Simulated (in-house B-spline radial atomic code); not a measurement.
Successive ionisation energies of cerium; each step leads to the configuration of the next row (after the last: bare). Dirac energy differences include first-order Breit, QED and recoil terms. NIST's values go from ground level to ground level; the uncertainty of those that are theory runs from under 0.1 % in few-electron ions to several per cent in heavy many-electron ones. Computed with an all-electron radial atomic-structure program (B-spline basis): Dirac-Hartree-Fock, average of the configuration, finite nuclei.

```json
{"ion": "Ce39+", "configuration": "[Ar] 3d1", "ionisation energy (eV)": "2791.5", "tabulated value (eV)": "2806", "computed minus tabulated (eV)": "-15", "highest orbital": "3d5/2", "largest mean radius (bohr)": "0.25749"}
{"ion": "Ce40+", "configuration": "[Ne] 3s2 3p6", "ionisation energy (eV)": "3123.4", "tabulated value (eV)": "3087", "computed minus tabulated (eV)": "36", "highest orbital": "3p3/2", "largest mean radius (bohr)": "0.25587"}
{"ion": "Ce41+", "configuration": "[Ne] 3s2 3p5", "ionisation energy (eV)": "3215.8", "tabulated value (eV)": "3176", "computed minus tabulated (eV)": "40", "highest orbital": "3p3/2", "largest mean radius (bohr)": "0.2546"}
{"ion": "Ce42+", "configuration": "[Ne] 3s2 3p4", "ionisation energy (eV)": "3309.2", "tabulated value (eV)": "3274", "computed minus tabulated (eV)": "35", "highest orbital": "3p3/2", "largest mean radius (bohr)": "0.25334"}
{"ion": "Ce43+", "configuration": "[Ne] 3s2 3p3", "ionisation energy (eV)": "3403.4", "tabulated value (eV)": "3366", "computed minus tabulated (eV)": "37", "highest orbital": "3p3/2", "largest mean radius (bohr)": "0.2521"}
{"ion": "Ce44+", "configuration": "[Ne] 3s2 3p2", "ionisation energy (eV)": "3498.6", "tabulated value (eV)": "3570", "computed minus tabulated (eV)": "-71", "highest orbital": "3p3/2", "largest mean radius (bohr)": "0.25087"}
{"ion": "Ce45+", "configuration": "[Ne] 3s2 3p1", "ionisation energy (eV)": "3594.7", "tabulated value (eV)": "3672", "computed minus tabulated (eV)": "-77", "highest orbital": "3p3/2", "largest mean radius (bohr)": "0.24965"}
{"ion": "Ce46+", "configuration": "[Ne] 3s2", "ionisation energy (eV)": "3864.7", "tabulated value (eV)": "3865", "computed minus tabulated (eV)": "0", "highest orbital": "3s1/2", "largest mean radius (bohr)": "0.24844"}
{"ion": "Ce47+", "configuration": "[Ne] 3s1", "ionisation energy (eV)": "3963.0", "tabulated value (eV)": "3963", "computed minus tabulated (eV)": "0", "highest orbital": "3s1/2", "largest mean radius (bohr)": "0.24708"}
{"ion": "Ce48+", "configuration": "[He] 2s2 2p6", "ionisation energy (eV)": "9173.4", "tabulated value (eV)": "9020", "computed minus tabulated (eV)": "153", "highest orbital": "2p3/2", "largest mean radius (bohr)": "0.1026"}
{"ion": "Ce49+", "configuration": "[He] 2s2 2p5", "ionisation energy (eV)": "9434.5", "tabulated value (eV)": "9269", "computed minus tabulated (eV)": "165", "highest orbital": "2p3/2", "largest mean radius (bohr)": "0.10203"}
{"ion": "Ce50+", "configuration": "[He] 2s2 2p4", "ionisation energy (eV)": "9698.6", "tabulated value (eV)": "9545", "computed minus tabulated (eV)": "154", "highest orbital": "2p3/2", "largest mean radius (bohr)": "0.10147"}
{"ion": "Ce51+", "configuration": "[He] 2s2 2p3", "ionisation energy (eV)": "9965.9", "tabulated value (eV)": "9803", "computed minus tabulated (eV)": "163", "highest orbital": "2p3/2", "largest mean radius (bohr)": "0.10091"}
{"ion": "Ce52+", "configuration": "[He] 2s2 2p2", "ionisation energy (eV)": "10236.4", "tabulated value (eV)": "10542", "computed minus tabulated (eV)": "-306", "highest orbital": "2p3/2", "largest mean radius (bohr)": "0.10036"}
{"ion": "Ce53+", "configuration": "[He] 2s2 2p1", "ionisation energy (eV)": "10509.9", "tabulated value (eV)": "10840", "computed minus tabulated (eV)": "-330", "highest orbital": "2p3/2", "largest mean radius (bohr)": "0.099816"}
{"ion": "Ce54+", "configuration": "[He] 2s2", "ionisation energy (eV)": "11210.0", "tabulated value (eV)": "11210", "computed minus tabulated (eV)": "0", "highest orbital": "2s1/2", "largest mean radius (bohr)": "0.099273"}
{"ion": "Ce55+", "configuration": "[He] 2s1", "ionisation energy (eV)": "11459.5", "tabulated value (eV)": "11459.85", "computed minus tabulated (eV)": "0", "highest orbital": "2s1/2", "largest mean radius (bohr)": "0.098754"}
{"ion": "Ce56+", "configuration": "1s2", "ionisation energy (eV)": "46837.2", "tabulated value (eV)": "46840.31", "computed minus tabulated (eV)": "-3", "highest orbital": "1s1/2", "largest mean radius (bohr)": "0.024417"}
{"ion": "Ce57+", "configuration": "1s1", "ionisation energy (eV)": "47965.7", "tabulated value (eV)": "47965.89", "computed minus tabulated (eV)": "0", "highest orbital": "1s1/2", "largest mean radius (bohr)": "0.024244"}
```

Problem. Where is the largest jump?

Solution. From Ce55+ to Ce56+, by a factor of 4.09 (11460 to 46837 eV); the highest orbital goes from 2s1/2 to 1s1/2.

Where a p, d or f electron is removed, the computed value is a mean over both j, so it misses the tabulated one by a part of the spin-orbit splitting; averaging over terms and missing correlation add to the gap, relatively most at low charge.
